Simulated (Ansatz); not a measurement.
Consider the ligand exchange at the In–O bond: `[CH3][In]([OH])[Cl]` + HI → `[CH3][In]([Cl])[I]` + H₂O.

Computed with Ansatz on PBE0-D4/def2-TZVP structures; ΔE is electronic, products minus reactants. CCSD(T)/CBS is the MP2 limit (def2-TZVPP, def2-QZVPP) plus CCSD(T) − MP2 in def2-TZVPP, frozen cores. This one scheme is used for every species. Functionals use def2-TZVPP. B3LYP here is the variant with VWN-RPA as its local correlation; programs differ in this. HSE06 is defined as in plane-wave codes. Elements past krypton have def2 core potentials. For I, In outer-core shells are correlated without core-valence functions, which leaves a few kJ/mol of doubt a bond. Each species was taken in one conformer, which may not be the lowest.

```
             level  ΔE (kcal/mol)  difference from CCSD(T)/CBS
         revPBE-D4          -27.5                          2.5
            B97M-V          -26.9                          3.1
          B3LYP-D4          -28.8                          1.2
          HSE06-D4          -31.0                         -1.0
               PBE          -27.5                          2.5
              PBE0          -30.2                         -0.2
         CAM-B3LYP          -26.7                          3.3
CCSD(T)/def2-TZVPP          -28.0                          2.0
    MP2/def2-QZVPP          -31.1                         -1.1
     MP2/CBS(def2)          -32.1                         -2.1
       CCSD(T)/CBS          -30.0                            0
```

Largest T1 diagnostic among the species: 0.014.

From r2SCAN to r2SCAN0 (25 % exact exchange), in def2-TZVPP and without D4, ΔE moves by −2.3 kcal/mol. At CCSD(T), def2-SVP lies +1.5 kcal/mol from the extrapolated value and def2-TZVPP +2.0 kcal/mol.
